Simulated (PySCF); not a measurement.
Compound: C2H12NOSi3 (doublet state).
Cartesian coordinates in Å at the GFN2-xTB level; atoms count from 1:
```xyz
19
C2H12NOSi3 angstrom
C     -2.0567   -0.9618   -0.9409
N     -1.0204   -0.0610   -0.5132
C     -1.4254    1.3182   -0.5930
Si     0.1985   -0.5881    0.5876
Si     1.2066   -2.3815   -0.3657
O      1.3209    0.5900    0.6934
Si     2.4038    1.6789    0.2145
H     -1.6801   -1.9828   -0.9432
H     -2.9336   -0.9169   -0.2815
H     -2.3812   -0.7046   -1.9534
H     -0.6083    1.9518   -0.2611
H     -2.3073    1.5238    0.0271
H     -1.6706    1.5730   -1.6288
H     -0.2638   -0.5749    1.9956
H      0.5196   -3.6815   -0.2802
H      2.5990   -2.6938   -0.0144
H      3.5879    1.4228    1.0317
H      1.8291    3.0003    0.4751
H      2.6722    1.4973   -1.2116
```

The hyperfine couplings belong to this conformer and change with its torsions.

Identity: `CN(C)[Si@@H]([SiH2])O[SiH3]` [radical].

Computed, not measured: PySCF 2.14.0, UKS B3LYP, pcH-1 on C H N O Si, non-relativistic, mean-field spin-orbit, GIAO. The structure is a single GFN2-xTB conformer in the gas phase; no vibrational or solvent corrections. Couplings are sensitive to structure, and on GFN2-xTB geometries they can be far from those on DFT ones, by a factor of two or more for some ions and for spin on atoms past the first row. The SCF solution wasn't tested for stability.

Q: Predict the first-order ENDOR lines of N2, H14, H11/H12/H13, H15/H16 and H17/H18/H19 under fast tumbling at B = 3361.9 mT (W band).

A: For S = 1/2 in fast tumbling each set of equivalent nuclei gives two lines, ν± = |νn ± a/2| to first order, with νn = g_N μN B/h and μN/h = 7.62259 MHz/T.

```tsv
nuclei	isotope	g_N	νn (MHz)	a_iso (MHz)	lower line (MHz)	upper line (MHz)
N2	14N	0.4038	10.35	1.27	9.71	10.98
H14	1H	5.5857	143.14	49.59	118.35	167.94
H11/H12/H13	1H	5.5857	143.14	1.10	142.59	143.69
H15/H16	1H	5.5857	143.14	0.99	142.65	143.64
H17/H18/H19	1H	5.5857	143.14	0.64	142.82	143.46
```

Q: Which pairs are centred on the nuclear Larmor frequency, and which on half the coupling?

A: Centred on νn, since |a| < 2νn: N2, H14, H11/H12/H13, H15/H16 and H17/H18/H19. No pair has |a| > 2νn.

Q: At what field would the lower line of N2 fall to zero frequency?

A: Where νn = |a|/2, that is B = 0.63 MHz/(0.4038 × 7.62259 MHz/T) = 206 mT, as far as first order holds there.

Class means assume fast exchange of nuclei equivalent by connectivity; if that motion is slow, each nucleus keeps its own coupling. C1 and C3, with what hangs on them, aren't averaged: N2 is flat or nearly so (angle sum 355°), and its turn about the short N2–Si4 bond (1.72 Å) is taken as slow. The 1H value of +1.0 MHz is a mean of couplings from -4.8 to 6.8 MHz in this one geometry, not an average over conformers.

The largest Mulliken spin population is on Si5 (+0.98). The angles at Si5 add up to 341.0°, so it is pyramidal.

Time: 2.1 min wall (grids of density and orbitals included); peak memory 1.1 GiB. Hardware: an Arm Neoverse V2 with one thread, no GPU (shared host).
